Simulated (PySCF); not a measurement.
# Worked example: oscillator strength and radiative lifetime

H₆SeSi₂, SMILES [SiH3][Se][SiH3].

Geometry: PBE0-D3(BJ)/def2-SVP.

TDDFT-CAM-B3LYP/def2-SVPD run with PySCF 2.14.0 puts the first singlet state with f over 0.02 at 5.47 eV (vertical), with the transition dipole (0.000, -0.439, 0.000) in atomic units.

**Question.** Find the oscillator strength, the wavelength and the radiative lifetime that this transition would have in vacuum if emission retraced absorption.

**Answer.** 
|μ|² = 0.1927 au, so |μ| = 1.12 D. ΔE = 5.47/27.211 = 0.2010 hartree. f = (2/3) ΔE |μ|² = 0.026 (the program prints 0.026).
λ = 1239.84/5.47 = 227 nm; ν = 44119 cm⁻¹.
Einstein's coefficient A = 0.6670 ν² f s⁻¹ (ν in cm⁻¹) = 3.4e7 s⁻¹, so τ = 1/A = 30 ns. This state is S1. The figure is the radiative limit of this one transition; relaxation, internal conversion, crossing to triplets and a medium change what is measured.
